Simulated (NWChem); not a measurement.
BeBr2; SMILES [Br][Be][Br]

```xyz
3

Be     0.0000     0.0000     0.0000
Br     1.4375     0.3209    -1.2823
Br    -1.4375    -0.3209     1.2823
```
Atoms are numbered in this order, from 1.

The geometry was optimised at PBE0/def2-SVP.

Spin-orbit effects, on the heavy nuclei and on their neighbours, are missing.

Task: Give the principal values of the shielding tensors (ppm) of Be1, Br2 from KT2/pcSseg-1, GIAO (NWChem), with their diamagnetic and paramagnetic parts as GIAO splits them.

Result: 
```json
[
 {"atom": "Be1", "σ11": "53.0", "σ22": "53.0", "σ33": "172.9", "isotropic": "93.0", "diamagnetic": "146.4", "paramagnetic": "-53.4"},
 {"atom": "Br2", "σ11": "2428.6", "σ22": "2428.6", "σ33": "3132.6", "isotropic": "2663.3", "diamagnetic": "3128.7", "paramagnetic": "-465.4"}
]
```
